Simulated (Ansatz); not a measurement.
Total energies of B(NH2tBu)Me3 (C7H20BN) from Ansatz at PBE0-D4/def2-TZVP, gas phase (1 Eh = 27.2114 eV = 2625.5 kJ/mol). The reference geometry is relaxed at r2SCAN-D4/def2-SVP.

```xyz
29

B     0.974   -1.018    0.414
N     0.034   -0.124   -0.710
C    -0.956    0.989   -0.487
C    -1.465    1.428   -1.865
C    -2.118    0.469    0.355
C    -0.258    2.155    0.209
H     0.746    0.225   -1.361
H    -0.448   -0.862   -1.234
H    -0.640    1.797   -2.497
H    -2.198    2.242   -1.764
H    -1.960    0.596   -2.393
H    -2.588   -0.413   -0.110
H    -1.788    0.187    1.363
H    -2.886    1.253    0.444
H     0.069    1.879    1.219
H     0.627    2.488   -0.358
H    -0.952    3.006    0.284
C    -0.009   -1.822    1.422
H    -0.834   -2.362    0.918
H    -0.459   -1.207    2.222
H     0.586   -2.597    1.938
C     2.018   -0.020    1.153
H     2.796   -0.636    1.640
H     1.582    0.601    1.955
H     2.559    0.660    0.467
C     1.734   -2.025   -0.620
H     2.376   -1.507   -1.362
H     1.051   -2.688   -1.188
H     2.406   -2.695   -0.056
```

| state | geometry | energy (Eh) |
| --- | --- | --- |
| charge 0 singlet | reference | -358.12758 |
| charge 1 doublet | reference | -357.79255 |
| charge 1 doublet | relaxed at r2SCAN-D4/def2-SVP | -357.83400 |
| free B atom (doublet) | – | -24.61828 |
| free N atom (quartet) | – | -54.54382 |
| free C atom (triplet) | – | -37.80537 |
| free H atom (doublet) | – | -0.50104 |

**Question.** Work out the vertical ionisation energy to the doublet.

**Answer.** E(charge 1 doublet) − E(charge 0 singlet) = -357.79255 − (-358.12758) = 0.33503 Eh = 9.12 eV. For comparison, −ε of the highest occupied level is 7.25 eV at this level, 1.87 eV less.

**Question.** How much does the charge 1 doublet relax, and what is the adiabatic ionisation energy?

**Answer.** Relaxation: -357.79255 − (-357.83400) = 0.04145 Eh = 1.13 eV. Adiabatic ionisation energy: 0.29358 Eh = 7.99 eV, without zero-point energy. Bonds change on the way (1 lost, 0 formed), so the relaxed form is another species. 

**Question.** What is the binding energy per atom against free atoms?

**Answer.** Atoms: 1 × (-24.61828) + 1 × (-54.54382) + 7 × (-37.80537) + 20 × (-0.50104) = -353.82049 Eh. Binding: -353.82049 − (-358.12758) = 4.30709 Eh = 117.20 eV, or 4.04 eV for each of 29 atoms (no zero-point energy, no counterpoise term).
